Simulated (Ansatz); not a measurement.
Species: C₄H₄O₂, SMILES `c1ccc(O)o1` (H–O–C–O torsion 180°) (charge 0, multiplicity 1), formula C4H4O2.

Q: How many basis functions does Ansatz (a program for electronic structure) with frozen-core CCSD(T)/cc-pVTZ // M06-2X/def2-TZVP use, how many core orbitals are frozen, and how many electrons are correlated?

A: 236 basis functions and 6 frozen orbitals, which leaves 32 correlated electrons. Core time is of the order of minutes.
